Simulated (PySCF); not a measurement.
C₉H₇N.
SMILES: `c12c(nccc2)cccc1`

A linear-response calculation (PySCF, def2-SVPD basis, gas phase, vertical, core orbitals frozen in the response) gave these numbers; the functional is withheld.

Orbital energies (eV): HOMO-3 -10.26, HOMO-2 -8.87, HOMO-1 -8.49, HOMO -7.98, LUMO -0.62, LUMO+1 0.38, LUMO+2 1.35.

| state | E (eV) | f | main configurations (H = HOMO, L = LUMO) |
| --- | --- | --- | --- |
| S1 | 4.56 | 0.0019 | H-2→L (92%) |
| S2 | 4.66 | 0.028 | H-1→L (62%), H→L+1 (35%) |
| S3 | 4.73 | 0.055 | H→L (92%) |
| S4 | 5.62 | 0.0000 | H-2→L+1 (96%) |
| S5 | 6.09 | 0.966 | H→L+1 (53%), H-1→L (30%), H-1→L+2 (10%) |
| S6 | 6.28 | 0.082 | H-1→L+1 (60%), H→L+2 (30%) |

Triplets (Tamm–Dancoff): T1 3.17 eV, H→L (86%); T2 4.00 eV, H-2→L (85%), H-2→L+2 (9%); T3 4.02 eV, H-1→L (92%); T4 4.55 eV, H→L+1 (43%), H→L+2 (24%), H-3→L (20%).

Vertical ionisation energy by ΔSCF with the same functional: 8.63 eV. Mean static polarisability: 110.8 au.

Task: Name the functional.
A. HF
B. PBE
C. B3LYP
D. CAM-B3LYP

Result: D. CAM-B3LYP is range-separated, 19% exact exchange at short range and 65% at long range (ω = 0.33 bohr⁻¹). In this run −ε(HOMO) = 7.98 eV differs from the ΔSCF value by -0.65 eV, and S1 differs from the orbital gap of 7.36 eV by -2.81 eV. The ratio −ε(HOMO)/IP is 0.93. Small neutral molecules mostly give 0.85 to 0.93 with CAM-B3LYP, 0.5 to 0.7 with PBE, 0.67 to 0.83 with B3LYP; Hartree–Fock can't fall below 1, since the ion's relaxation only lowers the ΔSCF value.

Method used: TDDFT CAM-B3LYP/def2-SVPD, vertical, gas phase, core orbitals frozen in the response in PySCF 2.14.0, density-fitted response routines. Isolated species at its PBE0-D3(BJ)/def2-SVP geometry, gas phase.

The run took 6.6 min of wall time on one thread, Arm Neoverse V1, on a shared host.
